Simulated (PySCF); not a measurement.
**Correlation energy of Cl (chlorine, neutral)**

[Ne] 3s2 3p5, 2P determinant. Computed with PySCF 2.14 in jorge-DZP-DKH, with the spin-free X2C one-electron Hamiltonian (Gaussian nucleus). Frozen: [Ne]; 7 electrons correlated.

MP2 pair energies summed by pair of shells (mhartree):

```
 pair  energy  share (%)
3p-3p  -75.37       64.7
3s-3p  -33.58       28.8
3s-3s   -7.51        6.5
```

Total MP2 correlation energy: -116.46 mhartree.

Same-spin part -29.15 and opposite-spin part -87.31 mhartree; SCS-MP2 scales them by 1/3 and 6/5 to -114.48 mhartree.

```csv
level,correlation energy (mhartree)
CCSD,-132.98
(T),-1.42
CCSD(T),-134.40
```

Diagnostics: T1 = 0.0051, D1 = 0.0174, largest double amplitude 0.049.

Cost of the coupled-cluster step: 0.13 s of wall time on 1 thread of Neoverse-V2 (shared host), for 7 correlated electrons.
